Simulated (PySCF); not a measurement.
Si(F)(H)(SiH3)2 (FH7Si3), SMILES F[SiH]([SiH3])[SiH3].

Geometry optimised at PBE0-D3(BJ)/def2-SVP. The structure was generated by enumeration, and PubChem lists no compound with its InChIKey, so it may never have been made.

Level of theory: SMD-B3LYP/def2-SVP (PySCF).

Solvation free energies are E(SMD) − E(gas) at the gas-phase geometry, for 1 M in both phases. In vacuum the dipole moment is 1.22 D.

### Question
Rank water, acetonitrile, ethanol by solvation free energy, most negative first.

### Answer
ethanol (-1.7 kcal/mol), acetonitrile (-1.1 kcal/mol), water (2.9 kcal/mol)
